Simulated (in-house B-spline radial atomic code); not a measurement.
## Ionising In⁵⁺ with different functionals

Computed with an all-electron radial atomic-structure program (B-spline basis): four-component Dirac-Coulomb Hamiltonian, Fermi nucleus of rms radius 4.6156 fm, spin-restricted, spherical fractional occupations for the functionals, and exact exchange of hybrids averaged over the configuration. The ionisation energy is the difference of two self-consistent energies, [Kr] 4d8 → [Kr] 4d7, without Breit or QED terms; ε is the level of the shell that loses the electron (mean over j). The electron is taken from both j subshells in proportion to 2j + 1, so the result is a j average, not the step between ground levels.

| method | rung | ΔSCF (eV) | -ε(4d) (eV) |
| --- | --- | --- | --- |
| B97-1 | global hybrid | ? | ? |
| CAM-B3LYP | range-separated hybrid | 93.02 | 87.64 |
| LC-wPBE | range-separated hybrid | 93.06 | 88.83 |
| HSE06 | range-separated hybrid | ? | ? |

(1) What does HSE06 give?

(2) What does B97-1 give?

(3) Among the functionals, which spreads more, the ΔSCF values or the orbital energies?

(4) How do they compare with the NIST value?

## Answers

(1) ΔSCF 93.04 eV, and -ε(4d) = 85.78 eV.

(2) ΔSCF 92.97 eV, and -ε(4d) = 85.68 eV.

(3) The orbital energies: ΔSCF values span about 0.09 eV and the orbital energies 3.16 eV; here energy differences depend much less on the functional than eigenvalues do.

(4) NIST lists 90 eV ± 2 (tabulated theory, ground level to ground level). Errors run from +2.97 to +3.06 eV; all lie within about twice that uncertainty, so the table can't rank the methods.
